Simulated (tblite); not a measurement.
Calculated harmonic vibrations of the isolated species, GFN2-xTB (tblite), most abundant isotopes, no scaling. Errors from tens to a few hundred cm⁻¹ against measured bands are possible. Modes of hydrogen on arsenic, boron, phosphorus and silicon can be 10 to 20 % off. One conformer each. Thermal functions are those of the rigid rotor and harmonic oscillator, without mixing of conformers.

Problem. Order these by their ideal-gas entropy at 200 K and 1 bar, highest first (cal/(mol K)).
A. `COCC[C@]12C[C@H](C1)[C@@H]2F`
B. `B[C@@H]1CCC[AsH]1`
C. `C=C(O[SiH2]P)C(C)=O`
D. `O=C[C@@H]1[SiH2]C=C[SiH2][C@H]1F`
E. `CC(=O)/C=C/O[SiH2]P`

Solution. E (94.0), C (88.4), A (86.8), D (83.5), B (73.4).

| SMILES | atoms | mass (u) | symmetry number | modes under 300 cm⁻¹ | ZPE (kcal/mol) | S translation (cal/(mol K)) | S rotation | S vibration | S | Cp |
| --- | --- | --- | --- | --- | --- | --- | --- | --- | --- | --- |
| CC(=O)/C=C/O[SiH2]P | 17 | 148.01 | 1 | 9 | 73.1 | 38.9 | 28.9 | 26.1 | 94.0 | 31.8 |
| C=C(O[SiH2]P)C(C)=O | 17 | 148.01 | 1 | 7 | 73.6 | 38.9 | 28.3 | 21.2 | 88.4 | 30.9 |
| COCC[C@]12C[C@H](C1)[C@@H]2F | 23 | 144.10 | 1 | 8 | 122.1 | 38.8 | 28.5 | 19.4 | 86.8 | 27.8 |
| O=C[C@@H]1[SiH2]C=C[SiH2][C@H]1F | 18 | 160.02 | 1 | 7 | 75.8 | 39.2 | 28.3 | 16.1 | 83.5 | 30.4 |
| B[C@@H]1CCC[AsH]1 | 16 | 144.01 | 1 | 4 | 80.0 | 38.8 | 26.4 | 8.2 | 73.4 | 20.7 |

Entropies and Cp are for 200 K and 1 bar.
